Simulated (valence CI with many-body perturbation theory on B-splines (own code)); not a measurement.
## E1 transitions of Sn XXXVIII

Method: configuration interaction combined with many-body perturbation theory (CI+MBPT): three valence electrons over a frozen Dirac-Fock core [Ne], a basis of 11 s, 11 p, 9 d, 7 f, 5 g, 2 h, 1 i functions for each j, with the one-electron correlation potential Σ1, the two-electron term Σ2, the three-electron term Σ3, Breit, model QED; selected CI, second order for the rest (own B-spline code, finite nucleus).

The last digits are not significant, and no measured levels were compared; by estimate large intervals hold to a few tenths of a per cent, small ones and those within an open d or f shell to about a per cent.

Lines 151 to 200 of 265 in falling wavelength, among levels below 499.63 eV, chosen from the strongest by gf and those to the six lowest levels. Wavelengths and rates use the calculated energies. Electric multipoles are in the length gauge, E1 and E2 with the static RPA response of the core. Weak lines are less certain than strong ones. Lines between different terms over intervals too small for the method are left out, as are lines whose strength nearly cancels. The highest levels of a list are the least certain.

Levels are named by their leading jj configuration (3d3/2^4 stands for four electrons in 3d with j = 3/2), which in mixed levels can hold well under half, so a name can repeat and another be missing. Letters in brackets count levels of one name in rising energy.

```
λ vac (Å)                          Upper                       Lower   A (s⁻¹)  log gf  Branch %
    71.21         (3s 3p3/2 3d5/2) J=1/2          (3s^2 3d3/2) J=3/2  7.65e+10   -0.93      28.8
    71.07     (3s 3p3/2 3d3/2) J=1/2 [a]  (3s 3p1/2 3p3/2) J=3/2 [b]  5.30e+09   -2.10       3.2
    70.73  (3p1/2 3p3/2 3d3/2) J=3/2 [a]       (3p1/2^2 3p3/2) J=3/2  2.67e+10   -1.10      16.8
    70.44      (3p1/2 3p3/2^2) J=3/2 [b]      (3s 3p1/2 3p3/2) J=5/2  1.68e+09   -2.30       0.6
    70.02  (3p1/2 3p3/2 3d5/2) J=5/2 [c]  (3s 3p1/2 3d5/2) J=5/2 [a]  1.86e+10   -1.09       7.0
    69.67  (3p1/2 3p3/2 3d5/2) J=5/2 [a]  (3s 3p1/2 3d3/2) J=3/2 [a]  2.63e+10   -0.94      10.2
    69.46          (3p1/2 3p3/2^2) J=5/2  (3s 3p1/2 3p3/2) J=3/2 [a]  2.27e+09   -2.01       1.7
    68.66     (3s 3p3/2 3d5/2) J=5/2 [b]          (3s^2 3d3/2) J=3/2  1.88e+10   -1.10       5.3
    68.20             (3s 3d3/2^2) J=3/2      (3s 3p1/2 3d3/2) J=1/2  1.09e+11   -0.52      32.9
    67.73          (3p1/2 3p3/2^2) J=1/2  (3s 3p1/2 3p3/2) J=3/2 [a]  6.16e+09   -2.07       3.6
    67.53     (3s 3d3/2 3d5/2) J=7/2 [a]  (3s 3p1/2 3d5/2) J=5/2 [b]  4.63e+10   -0.60      18.0
    67.25             (3s 3d3/2^2) J=5/2  (3s 3p1/2 3d3/2) J=3/2 [b]  1.53e+11   -0.21      45.6
    66.86     (3s 3p3/2 3d5/2) J=3/2 [b]          (3s 3p3/2^2) J=5/2  5.06e+10   -0.87      16.9
    66.73      (3p1/2 3p3/2^2) J=3/2 [b]  (3s 3p1/2 3p3/2) J=3/2 [a]  4.91e+10   -0.88      16.5
    66.57     (3s 3p3/2 3d5/2) J=3/2 [a]  (3s 3p1/2 3p3/2) J=3/2 [b]  1.14e+10   -1.52      11.0
    66.38     (3s 3p3/2 3d3/2) J=3/2 [b]      (3s 3p1/2 3p3/2) J=1/2  1.32e+11   -0.46      37.4
    66.31     (3s 3p3/2 3d5/2) J=5/2 [b]          (3s 3p3/2^2) J=5/2  2.38e+10   -1.03       6.7
    65.97     (3s 3p3/2 3d3/2) J=3/2 [a]      (3s 3p1/2 3p3/2) J=5/2  3.43e+10   -1.05      18.6
    65.96     (3s 3p3/2 3d3/2) J=5/2 [a]      (3s 3p1/2 3p3/2) J=5/2  1.48e+11   -0.24      65.4
    65.72     (3s 3d3/2 3d5/2) J=7/2 [a]      (3s 3p1/2 3d5/2) J=7/2  1.28e+11   -0.18      49.8
    65.64     (3s 3p3/2 3d5/2) J=5/2 [a]  (3s 3p1/2 3p3/2) J=3/2 [b]  2.14e+09   -2.08       1.6
    65.47         (3s 3p3/2 3d3/2) J=7/2      (3s 3p1/2 3p3/2) J=5/2  1.46e+11   -0.13      91.7
    65.14     (3s 3d3/2 3d5/2) J=5/2 [a]   (3p1/2 3p3/2^2) J=3/2 [a]  3.60e+10   -0.86      12.4
    65.08          (3p3/2^2 3d5/2) J=7/2  (3s 3p1/2 3d5/2) J=5/2 [b]  5.17e+10   -0.58      29.3
    64.77  (3p1/2 3p3/2 3d3/2) J=3/2 [b]       (3p1/2^2 3p3/2) J=3/2  1.44e+11   -0.44      58.3
    64.72  (3p1/2 3p3/2 3d5/2) J=5/2 [a]       (3p1/2^2 3p3/2) J=3/2  8.01e+10   -0.52      31.2
    64.31     (3s 3d3/2 3d5/2) J=3/2 [a]   (3p1/2 3p3/2^2) J=3/2 [a]  9.82e+10   -0.61      33.8
    64.26     (3s 3d3/2 3d5/2) J=5/2 [a]      (3s 3p1/2 3d5/2) J=7/2  1.94e+10   -1.14       6.7
    64.17          (3p3/2^2 3d3/2) J=1/2   (3p1/2 3p3/2^2) J=3/2 [a]  1.70e+11   -0.68      59.3
    64.09     (3s 3d3/2 3d5/2) J=3/2 [b]  (3s 3p1/2 3d5/2) J=5/2 [b]  9.68e+10   -0.62      31.2
    63.99     (3s 3d3/2 3d5/2) J=7/2 [a]  (3s 3p1/2 3d5/2) J=5/2 [a]  2.37e+10   -0.93       9.2
    63.87         (3s 3d3/2 3d5/2) J=9/2      (3s 3p1/2 3d5/2) J=7/2  6.80e+10   -0.38      35.6
    63.58         (3s 3p1/2 3d3/2) J=1/2          (3s 3p1/2^2) J=1/2  2.28e+11   -0.56      96.0
    63.52     (3s 3p3/2 3d3/2) J=3/2 [b]  (3s 3p1/2 3p3/2) J=3/2 [b]  1.15e+11   -0.55      32.8
    63.45             (3s 3d3/2^2) J=1/2  (3s 3p1/2 3d3/2) J=3/2 [b]  2.12e+11   -0.59      53.8
    63.44     (3s 3p1/2 3d3/2) J=3/2 [b]          (3s 3p1/2^2) J=1/2  2.00e+11   -0.32      92.2
    63.42  (3p1/2 3p3/2 3d5/2) J=3/2 [a]       (3p1/2^2 3p3/2) J=3/2  8.71e+10   -0.68      36.2
    63.31             (3s 3d3/2^2) J=1/2      (3s 3p1/2 3d3/2) J=1/2  1.35e+11   -0.79      34.4
    63.22     (3s 3d3/2 3d5/2) J=5/2 [b]  (3s 3p1/2 3d5/2) J=5/2 [b]  9.58e+10   -0.46      31.0
    63.18  (3p1/2 3p3/2 3d3/2) J=1/2 [b]       (3p1/2^2 3p3/2) J=3/2  1.72e+11   -0.69      58.0
    62.90  (3p1/2 3p3/2 3d5/2) J=5/2 [b]       (3p1/2^2 3p3/2) J=3/2  3.20e+10   -0.94      17.1
    62.73             (3s^2 3d3/2) J=3/2          (3s^2 3p1/2) J=1/2  2.97e+11   -0.15      99.5
    62.70     (3s 3p3/2 3d3/2) J=3/2 [a]  (3s 3p1/2 3p3/2) J=3/2 [a]  1.41e+11   -0.48      76.6
    62.70     (3s 3p3/2 3d3/2) J=5/2 [a]  (3s 3p1/2 3p3/2) J=3/2 [a]  7.14e+10   -0.60      31.5
    62.61     (3s 3p3/2 3d3/2) J=1/2 [b]      (3s 3p1/2 3p3/2) J=1/2  1.35e+11   -0.80      38.0
    62.61     (3s 3d3/2 3d5/2) J=5/2 [a]  (3s 3p1/2 3d5/2) J=5/2 [a]  1.12e+11   -0.40      38.5
    62.51     (3s 3p3/2 3d3/2) J=1/2 [a]  (3s 3p1/2 3p3/2) J=3/2 [a]  1.60e+11   -0.73      96.0
    62.44     (3s 3d3/2 3d5/2) J=5/2 [b]   (3p1/2 3p3/2^2) J=3/2 [a]  2.94e+10   -0.99       9.5
    61.89     (3s 3p3/2 3d5/2) J=3/2 [a]      (3s 3p1/2 3p3/2) J=5/2  6.28e+08   -2.84       0.6
    61.84     (3s 3d3/2 3d5/2) J=3/2 [a]  (3s 3p1/2 3d5/2) J=5/2 [a]  6.06e+10   -0.86      20.8
```
